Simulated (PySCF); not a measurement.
## Mayer bond orders and bond lengths

C7H6O3.
Atom-mapped SMILES: `[O:1]=[C:2]([OH:3])[C@:4]12[CH:5]=[CH:6][C@H:7]([CH:8]=[CH:9]1)[O:10]2` (hydrogens: H11 on O3; H12 on C5; H13 on C6; H14 on C7; H15 on C8; H16 on C9)

Cartesian coordinates in Å at the GFN2-xTB level; atoms count from 1:
```xyz
16
C7H6O3 angstrom
O     -2.1005   -1.6020    1.0156
C     -1.6512   -1.0890    0.0239
O     -2.2144   -1.1921   -1.1731
C     -0.3970   -0.2644    0.0189
C      0.8916   -0.9775    0.4761
C      1.8702   -0.2381   -0.0158
C      1.1664    0.9103   -0.7496
C      0.5488    1.7682    0.3615
C     -0.4318    1.0320    0.8544
O      0.0131    0.2437   -1.2427
H     -3.0210   -1.7318   -1.1251
H      0.8912   -1.8614    1.0786
H      2.9325   -0.3421    0.0644
H      1.7125    1.4176   -1.5372
H      0.9041    2.7377    0.6433
H     -1.1222    1.1976    1.6545
```

Bond orders from the PBE0/pcSseg-1 density (PySCF). Geometry: GFN2-xTB, one conformer, isolated molecule.

**Question.** Where do the orders between heavy atoms depart from those drawn in the SMILES?

**Answer.** The largest departure is 0.213, at C2–O3 (drawn single, 1.213). Drawn single, order above 1.12: C2–O3 (1.213).

**Question.** Give the Mayer order of every bond, beside its length.

**Answer.** 
| bond | drawn as | length (Å) | Mayer order |
| --- | --- | --- | --- |
| O1–C2 | double | 1.203 | 1.958 |
| C2–O3 | single | 1.327 | 1.213 |
| C2–C4 | single | 1.501 | 0.942 |
| C4–C5 | single | 1.542 | 0.929 |
| C5–C6 | double | 1.322 | 1.855 |
| C6–C7 | single | 1.534 | 0.949 |
| C7–C8 | single | 1.534 | 0.949 |
| C8–C9 | double | 1.322 | 1.856 |
| C7–O10 | single | 1.420 | 0.932 |
| C9–C4 | single | 1.543 | 0.928 |
| O10–C4 | single | 1.421 | 0.907 |
| O3–H11 | single | 0.972 | 0.925 |
| C5–H12 | single | 1.070 | 1.003 |
| C6–H13 | single | 1.070 | 0.984 |
| C7–H14 | single | 1.084 | 0.989 |
| C8–H15 | single | 1.070 | 0.984 |
| C9–H16 | single | 1.070 | 1.003 |

By pair of heavy elements: C–O: lowest O10–C4 (0.907, 1.421 Å), highest O1–C2 (1.958, 1.203 Å). C–C: lowest C9–C4 and C4–C5 (0.928, 1.543 Å), highest C8–C9 and C5–C6 (1.856, 1.322 Å). Bonds named together lie within 0.004.

**Question.** Sum the orders of all bonds at each heavy atom with more than one neighbour and set the sums beside the valence in the SMILES.

**Answer.** C2 4.113 (drawn 4), O3 2.138 (drawn 2), C4 3.706 (drawn 4), C5 3.787 (drawn 4), C6 3.788 (drawn 4), C7 3.819 (drawn 4), C8 3.789 (drawn 4), C9 3.787 (drawn 4), O10 1.839 (drawn 2). Orders between atoms that aren't bonded are not in these sums.

Mayer orders depend on the basis set.
